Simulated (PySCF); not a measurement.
A calculated (BP86, PySCF 2.14, cc-pV(D+d)Z, no relativity, point nucleus) atom or ion has these occupied shells.

| shell | electrons | orbital energy (eV) | rms radius, mean of both spins (bohr) |
| --- | --- | --- | --- |
| 1s | 2 | -1805.5 | 0.129 |
| 2s | 2 | -160.65 | 0.619 |
| 2p | 6 | -117.50 | 0.602 |
| 3s | 2 | -28.662 | 2.10 |

Question: Name the element and its charge.

Answer: Si²⁺ (silicon, charge +2), in [Ne] 3s2, closed-shell 1S.
